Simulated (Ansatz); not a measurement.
Species: sum formula SiCl3F, net charge 0, singlet state. SMILES: F[Si](Cl)(Cl)Cl
Geometry from a B3LYP-D3(BJ)/def2-TZVP (Ansatz, a quantum-chemistry and plane-wave program) optimisation:
```
Si
F 1 1.5807
Cl 1 2.0251 2 108.32
Cl 1 2.0251 2 108.32 3 -120.00
Cl 1 2.0251 2 108.32 3 120.00
```

Computed values are from Ansatz. Cores are frozen in the correlated levels unless marked. Open shells are spin-unrestricted. Spin-orbit coupling is left out. No relativistic terms. CBS marks a two-point X^-3 extrapolation of the correlation energy; Hartree-Fock from the larger set (for Q and 5 zeta extrapolated as (X+1)exp(-9√X)).

| Item | Value |
|---|---|
| atomisation energy De | 436.7 kcal/mol at CCSD(T)/CBS(cc-pV(Q+d)Z,cc-pV(5+d)Z) |
| total energy | -1768.4250 Eh at CCSD(T)/CBS(cc-pV(Q+d)Z,cc-pV(5+d)Z) |
| dipole moment | 0.55 D at CCSD(T)/aug-cc-pV(D+d)Z |
| T1 diagnostic | 0.009 at CCSD/cc-pV(5+d)Z |
